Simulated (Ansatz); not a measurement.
A ladder of methods for BCl2F (dichlorofluoroborane)

BCl2F: 4 atoms, total charge 0, spin state singlet. SMILES: `FB(Cl)Cl`. Geometry: relaxed at PBE0-D4/def2-TZVP.

```xyz
4

F     0.1144   -1.1653   -0.7812
B     0.0079   -0.0806   -0.0540
Cl   -1.5495    0.3738    0.5714
Cl    1.4273    0.8721    0.2638
```

Each level gives the energy change with the F1–B2 bond stretched from 1.310 to 1.965 Å (eV). The values are calculated.

```
                      level                    kind  program  value (eV)  less FCI/STO-3G  CPU time (all runs)
     HF/STO-3G (restricted)            Hartree–Fock   Ansatz        5.23            +1.23                0.4 s
  SVWN5/STO-3G (restricted)                     LDA   Ansatz        4.51            +0.51                  2 s
 revPBE/STO-3G (restricted)                     GGA   Ansatz        3.97            -0.03                3.2 s
  B3LYP/STO-3G (restricted)           global hybrid   Ansatz        4.38            +0.38                3.2 s
  HSE06/STO-3G (restricted)  range-separated hybrid   Ansatz        4.56            +0.56                3.7 s
 B2PLYP/STO-3G (restricted)           double hybrid   Ansatz        4.52            +0.52                4.4 s
RPA@PBE/STO-3G (restricted)                     RPA   Ansatz        3.95            -0.05                4.8 s
 CCSDTQ/STO-3G (restricted)   coupled cluster or CI   Ansatz        4.00             0.00                 64 s
                 FCI/STO-3G      exact in the basis   Ansatz        4.00             0.00                 22 s
```

FCI/STO-3G is exact within its basis and frozen core, so for wave-function methods in that basis the difference is their error; functionals converge differently with the basis, so for them it is only a difference. A spin-restricted reference rises too steeply as a bond breaks; here HF/STO-3G, SVWN5/STO-3G, HSE06/STO-3G, B2PLYP/STO-3G lie well above the multireference or unrestricted value. The first shape isn't each level's own minimum. The values span 3.95 to 5.23 eV. All rows use very small basis sets, so none should be taken for the real molecule's value. CPU times are rough (shared hosts, several kinds of processor and program).
